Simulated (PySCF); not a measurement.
# Spin states of BAu

Unrestricted PBE0; B x2c-TZVPPall, Au x2c-TZVPPall; spin-free X2C with a Gaussian nucleus (PySCF 2.14). Outer shells of the fragments: B 2s2 2p1; Au 5d10 6s1.

Followed along the bond (rough minima from three points):

```json
{"2Ms+1": "1", "unpaired": "none", "⟨S²⟩ at the start": "0.00", "R at minimum (Å)": "1.92", "Te (eV)": "0.00"}
{"2Ms+1": "3", "unpaired": "σ ↑, π ↑", "⟨S²⟩ at the start": "2.02", "R at minimum (Å)": "1.92", "Te (eV)": "1.33"}
```

Solutions found at the starting distance of 2.040 Å, counted from the lowest of them; the search is not exhaustive and high or unbound solutions are not listed, so other states can lie among these:

```json
{"2Ms+1": "1", "unpaired": "none", "term": "mixed", "E (eV)": "0.00", "⟨S²⟩": "0.00", "⟨Lz²⟩": "1.60", "μ (D)": "0.75"}
{"2Ms+1": "3", "unpaired": "σ ↑, π ↑", "term": "mixed", "E (eV)": "1.33", "⟨S²⟩": "2.02", "⟨Lz²⟩": "2.61", "μ (D)": "1.48"}
{"2Ms+1": "1", "unpaired": "σ ↑, π ↓", "term": "mixed", "E (eV)": "1.72", "⟨S²⟩": "1.03", "⟨Lz²⟩": "2.61", "μ (D)": "1.86"}
{"2Ms+1": "3", "unpaired": "σ ↑↑", "term": "mixed", "E (eV)": "2.45", "⟨S²⟩": "2.01", "⟨Lz²⟩": "1.60", "μ (D)": "-2.86"}
{"2Ms+1": "3", "unpaired": "π ↑↑", "term": "mixed", "E (eV)": "3.80", "⟨S²⟩": "2.27", "⟨Lz²⟩": "1.60", "μ (D)": "2.89"}
{"2Ms+1": "1", "unpaired": "π ↑↓", "term": "mixed", "E (eV)": "4.24", "⟨S²⟩": "1.01", "⟨Lz²⟩": "3.62", "μ (D)": "2.89"}
{"2Ms+1": "5", "unpaired": "σ ↑↑, π ↑↑", "term": "mixed", "E (eV)": "4.72", "⟨S²⟩": "6.01", "⟨Lz²⟩": "1.60", "μ (D)": "2.51"}
{"2Ms+1": "3", "unpaired": "π ↑, δ ↑", "term": "mixed", "E (eV)": "4.77", "⟨S²⟩": "2.00", "⟨Lz²⟩": "6.51", "μ (D)": "1.90"}
{"2Ms+1": "3", "unpaired": "π ↑, δ ↑", "term": "mixed", "E (eV)": "4.77", "⟨S²⟩": "2.01", "⟨Lz²⟩": "6.60", "μ (D)": "1.88"}
{"2Ms+1": "1", "unpaired": "π ↑, δ ↓", "term": "mixed", "E (eV)": "4.80", "⟨S²⟩": "1.01", "⟨Lz²⟩": "6.57", "μ (D)": "1.91"}
{"2Ms+1": "3", "unpaired": "π ↑↑", "term": "mixed", "E (eV)": "5.12", "⟨S²⟩": "2.01", "⟨Lz²⟩": "3.60", "μ (D)": "1.76"}
{"2Ms+1": "3", "unpaired": "π ↑↑", "term": "mixed", "E (eV)": "5.33", "⟨S²⟩": "2.01", "⟨Lz²⟩": "3.60", "μ (D)": "1.79"}
{"2Ms+1": "5", "unpaired": "σ ↑↑↑, π ↑", "term": "mixed", "E (eV)": "5.54", "⟨S²⟩": "6.01", "⟨Lz²⟩": "2.63", "μ (D)": "-0.91"}
{"2Ms+1": "3", "unpaired": "σ ↑↑, π ↑↓", "term": "mixed", "E (eV)": "5.91", "⟨S²⟩": "3.01", "⟨Lz²⟩": "3.63", "μ (D)": "2.65"}
```

A term symbol is given only where ⟨S²⟩ and ⟨Lz²⟩ are close to those of a pure state; real π, δ and φ orbitals otherwise mix terms. A positive dipole means B(−)Au(+).

Spin–orbit coupling is left out. Counting both spins, an empty level lies below a filled one in some of these solutions, because spin and occupation are held.
